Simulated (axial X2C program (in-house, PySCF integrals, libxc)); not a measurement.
The numbers below are computed, except where a source is named.
FCuF⁺: input and output of an open-shell CI run

Program: an axial X2C code built on PySCF integrals.

Input and command:
```json
{"zs": [9, 29, 9], "q": 1, "bas": ["dyall-v3z", "dyall-v3z", "dyall-v3z"], "r0": 1.76, "metal": 1, "shells": [[2, [0, 1, 2], 8], [0, [0], 0]], "fix": 0, "emax": 3.2, "nroots": 4}
```
```bash
python soci.py task.json out
```

Keys: zs atomic numbers; q charge; bas basis sets; r0 starting distance in Å; metal index of the metal atom; shells open shells as [l, |m| values, electrons]; fix electron count of the first shell held; emax energy window in eV; nroots roots for each Ω.

Output at F–Cu–F held linear, both bonds 1.649 Å:

```
average of configuration d8 s0
basis functions 181  fitting functions 1064
iter      average energy  largest gradient
   1      -1850.661054490   1.54e+00
   2      -1851.345965927   6.53e-02
   3      -1851.350537846   1.79e-02
   4      -1851.350891199   1.60e-02
   5      -1851.351034410   2.71e-03
   6      -1851.351059542   2.40e-03
   7      -1851.351066372   6.02e-04
   8      -1851.351067400   1.73e-04
   9      -1851.351067544   3.88e-05
  10      -1851.351067550   1.25e-05
converged
CI levels
2*Omega        energy/Eh    cm-1   g(par)  dipole/D  leading shell counts
    4     -1851.43348829        0   5.915    7.920  {'8 0': 1.0}
    2     -1851.43263762      187   2.111    7.920  {'8 0': 1.0}
    0     -1851.43184382      361   0.000    7.920  {'8 0': 1.0}
    0     -1851.42858387     1076   0.000    7.920  {'8 0': 1.0}
    6     -1851.41974425     3016   7.988    7.920  {'8 0': 1.0}
    2     -1851.41783561     3435   3.777    7.920  {'8 0': 1.0}
    0     -1851.41644874     3740   0.000    7.920  {'8 0': 1.0}
    4     -1851.41522253     4009   4.073    7.920  {'8 0': 1.0}
    2     -1851.41117416     4897   0.113    7.920  {'8 0': 1.0}
    8     -1851.39337620     8804  10.004    7.920  {'8 0': 0.999}
    6     -1851.38719977    10159   6.016    7.920  {'8 0': 0.999}
    0     -1851.38287492    11108   0.000    7.920  {'8 0': 1.0}
    4     -1851.38221767    11253   2.072    7.920  {'8 0': 0.999}
    2     -1851.36117440    15871   1.999    7.920  {'8 0': 1.0}
    4     -1851.35522420    17177   3.996    7.920  {'8 0': 1.0}
    0     -1851.33054029    22594   0.000    7.920  {'8 0': 0.999}
    0     -1851.32997904    22718   0.000    7.920  {'8 0': 0.999}
```

Dipoles in the output refer to the first atom as origin, so for this ion they depend on that choice.

There is no dynamic correlation: spin–orbit spacings and, for f shells, spacings inside one term are the most reliable numbers, splittings between terms come out too wide, and energies between configurations are not reliable, so the lowest level need not be the ground state of the molecule. For d shells the ligand-field splittings (σ, π, δ) and their order can be off by a thousand cm⁻¹ or more. At most 4 roots were kept for each Ω > 0 (twice that for Ω = 0) within 3.2 eV of the lowest, so higher up levels can be missing between those listed; levels with Ω > 0 are doubly degenerate and listed once, Ω = 0 levels singly. Some active spinors are only partly of the character that their shell is named for, so the shell names and counts are nominal. States that fill the shells left empty in the average are placed too high. The molecule was held linear; bending was not examined.
